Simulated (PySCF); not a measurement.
**The electron affinity along the 4p block**

Calculated with PySCF 2.14 from differences of total energies of unrestricted determinants, without spin-orbit coupling. Values in eV. The last column holds reference values (measured affinities from photodetachment; the arrow runs from anion to atom). Unmarked ones compare directly (S terms, centres of terms, or small fine structure); those marked * lie between the lowest fine-structure levels and include a spin-orbit shift.

```tsv
element	configurations	LDA	PBE0	MP2 (valence and next inner shell)	SCS-MP2 (valence and next inner shell)	CCSD (valence)	CCSD(T) (valence and next inner shell)	reference
Ga (aug-cc-pwCVDZ-PP with ECP10MDF, ECP)	[Ar] 3d10 4s2 4p2 → [Ar] 3d10 4s2 4p1	0.568	0.416	0.204	0.100	0.239	0.243	0.301 *
Ge (aug-cc-pwCVDZ-PP with ECP10MDF, ECP)	[Ar] 3d10 4s2 4p3 → [Ar] 3d10 4s2 4p2	1.526	1.374	1.253	1.087	1.207	1.226	1.233 *
As (aug-cc-pwCVDZ-PP with ECP10MDF, ECP)	[Ar] 3d10 4s2 4p4 → [Ar] 3d10 4s2 4p3	1.029	0.724	0.255	0.279	0.312	0.361	0.804 *
Se (aug-cc-pwCVDZ-PP with ECP10MDF, ECP)	[Ar] 3d10 4s2 4p5 → [Ar] 3d10 4s2 4p4	2.341	2.024	1.734	1.705	n/a	1.733	2.021 *
Br (aug-cc-pwCVDZ-PP with ECP10MDF, ECP)	[Kr] → [Ar] 3d10 4s2 4p5	3.753	3.453	3.365	3.272	3.206	3.256	3.364 *
```

The highest occupied level of the anion is positive for Ga⁻ at LDA, PBE0; Ge⁻ at LDA, PBE0; As⁻ at LDA, PBE0; Se⁻ at LDA, PBE0, so there the basis helps to hold the electron.

"Valence" correlates the outer s and p shells and, in groups 3 to 12 and the f block, the outer d or f shell, open or full, or the next shell where the ion has no valence electron left; the wider scheme adds the next inner shell.
